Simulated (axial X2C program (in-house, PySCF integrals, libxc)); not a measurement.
**Which molecule has these constants?**

Calculated with an in-house all-electron X2C program for linear molecules (integrals from PySCF), spin-free (one-electron X2C) or two-component (2c: spin–orbit coupling with atomic mean-field Coulomb and Gaunt terms, which also bring small scalar terms), in Dyall basis sets with cores contracted in-house; open shells are unrestricted.

A two-component PBE0 calculation in a Dyall 3-zeta basis gave Re = 2.026 Å, ωe = 611.8 cm⁻¹, Ω = 0.

Which molecule is it?
A. TiP⁺
B. TiCl⁺
C. NaTi⁺
D. TiSi⁺

A. The others have TiCl⁺ 2.136 Å and 485.5 cm⁻¹ (Ω = 1); NaTi⁺ 3.293 Å and 139.0 cm⁻¹ (Ω = 1); TiSi⁺ 2.418 Å and 362.2 cm⁻¹ (Ω = 1/2).

Each entry is the lowest single determinant of a limited PBE0 search at one distance. De goes to single-determinant-based atoms at the same level (for ions the charge split of lowest energy) and is withheld (n/a) where an atom does not fit its ground term or J level. Main or longest-lived isotopes. One determinant is a doubtful description, or other states lie close, for TiCl⁺, NaTi⁺, TiSi⁺; these need not be ground states, and all values refer to the states named. Some open-shell Ω = 0 determinants are out of reach, so the Ω given for NaTi⁺ need not be the lowest component. With several unpaired electrons the Ω given is that of one determinant, not necessarily of the lowest component. The functionals have no current term, which raises determinants with orbital currents.
